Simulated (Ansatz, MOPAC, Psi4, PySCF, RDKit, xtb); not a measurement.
Pair of molecules: HF (SMILES F) (first 2 atoms) with HCl (SMILES Cl); geometry from B3LYP-D3(BJ)/def2-TZVP, rigid monomers moved along the line of their centres of mass till H2···Cl3 is 2.06 Å.
(charge 0, multiplicity 1):
```xyz
4

F     -0.01249    -0.08389    -0.13914
H      0.15444     0.13382     0.75091
Cl    -0.02166     0.44141     2.78182
H     -1.23632     0.02400     2.76300
```

```
level                                          interaction energy (meV)  minus CCSD(T)/CBS(aug-cc-pV(T+d)Z, aug-cc-pV(Q+d)Z)   cost
---------------------------------------------  ------------------------  ---------------------------------------------------  -----
UFF                                                              1463.3                                               1558.7      -
AM1                                                                37.9                                                133.3      -
PM3                                                               -79.9                                                 15.5      -
PM6                                                                31.2                                                126.6      -
GFN1-xTB                                                         -208.1                                               -112.6      -
GFN2-xTB                                                         -159.9                                                -64.4      -
HF/STO-3G (no counterpoise)                                        81.2                                                176.6      -
HF/3-21G (no counterpoise)                                         21.5                                                117.0      -
HF/6-31G*                                                          69.2                                                164.7      -
HF/6-31G* (no counterpoise)                                        36.7                                                132.1      -
HF/aug-cc-pV(D+d)Z                                                 17.7                                                113.1      -
HF/aug-cc-pV(T+d)Z                                                 10.4                                                105.9      -
HF/aug-cc-pV(Q+d)Z                                                 10.2                                                105.7      -
PBE-D3(BJ)/def2-TZVPPD                                           -143.7                                                -48.3     ×1
PBE-D4/def2-TZVPPD                                               -140.9                                                -45.4     ×1
BP86/6-31G* (no counterpoise)                                     -45.9                                                 49.6      -
r2SCAN/def2-TZVPPD                                               -123.9                                                -28.5     ×2
r2SCAN-D3(BJ)/def2-TZVPPD                                        -129.5                                                -34.1     ×2
B3LYP/3-21G (no counterpoise)                                     -82.9                                                 12.6      -
B3LYP/6-31G*                                                      -19.0                                                 76.5      -
B3LYP/6-31G* (no counterpoise)                                    -61.9                                                 33.6      -
B3LYP/def2-TZVPPD                                                 -81.5                                                 13.9     ×1
B3LYP-D3(BJ)/def2-TZVPPD                                         -116.3                                                -20.9     ×1
PBE0/def2-TZVPPD                                                 -111.9                                                -16.4     ×1
PBE0-D3(BJ)/def2-TZVPPD                                          -129.3                                                -33.9     ×1
PBE0-D4/def2-TZVPPD                                              -126.8                                                -31.3     ×1
M06-2X/6-31G* (no counterpoise)                                   -68.9                                                 26.6      -
wB97M-V/def2-TZVPPD                                               -98.6                                                 -3.2     ×4
MP2/6-31G*                                                         47.2                                                142.6      -
MP2/6-31G* (no counterpoise)                                      -31.9                                                 63.6      -
MP2/aug-cc-pV(D+d)Z                                               -45.3                                                 50.1      -
MP2/CBS(aug-cc-pV(T+d)Z, aug-cc-pV(Q+d)Z)                         -98.7                                                 -3.2      -
SCS-MP2/aug-cc-pV(T+d)Z                                           -52.1                                                 43.3      -
SCS-MP2/aug-cc-pV(Q+d)Z                                           -62.1                                                 33.3      -
CCSD/aug-cc-pV(D+d)Z                                              -24.7                                                 70.7      -
CCSD/aug-cc-pV(Q+d)Z                                              -69.9                                                 25.6      -
CCSD(T)/aug-cc-pV(T+d)Z                                           -76.6                                                 18.8    ×20
CCSD(T)/aug-cc-pV(Q+d)Z                                           -87.6                                                  7.9  ×700*
CCSD(T)/CBS(aug-cc-pV(T+d)Z, aug-cc-pV(Q+d)Z)                     -95.5                                                  0.0  ×700*
SAPT0/jun-cc-pV(D+d)Z                                             -45.1                                                 50.4      -
```

 The comparison column counts from a level with limits of its own.

The rows run from -208.1 (GFN1-xTB) to 1463.3 meV (UFF). In aug-cc-pV(Q+d)Z the value moves HF 10.2, CCSD -69.9, CCSD(T) -87.6, a shift of -97.8 from HF to CCSD(T). From aug-cc-pV(T+d)Z to aug-cc-pV(Q+d)Z CCSD(T) changes by -11.0. The dispersion term adds -5.6 in r2SCAN-D3(BJ), -34.8 in B3LYP-D3(BJ), -17.5 in PBE0-D3(BJ). The 4 functionals in def2-TZVPPD without D3 or D4 span 42.4, from r2SCAN to B3LYP.

Interaction energies are E(AB) − E(A) − E(B) at the monomers' geometry in the complex; basis-set methods are counterpoise corrected. Rows marked so take none. RDKit's UFF carries no charges.

Frozen-core correlation. CBS: X⁻³ extrapolation of the correlation energy, Hartree–Fock from the larger set. Rows in 3-21G, 6-31G*, STO-3G carry no dispersion term and start afresh at each structure (6-31G* with six Cartesian d functions). MP2/6-31G* freezes PySCF's default core. The state that AM1, PM3, PM6 reach isn't checked.

Programs: Ansatz (a first-principles code); MOPAC for AM1, PM3, PM6 (differences of heats of formation); Psi4 for SAPT; PySCF for 3-21G rows, 6-31G* rows, STO-3G rows, the dispersion terms; RDKit for the force fields; xtb for the GFN methods. 

Costs are rough ratios of core time to PBE/def2-TZVPPD (about 1.1 s over the structures, on one shared machine); a dash marks a level with no comparable run of its own. A star marks coupled-cluster runs past 200 virtual orbitals, where the program's memory plan changes under this machine's limit, so their costs aren't comparable with smaller runs.
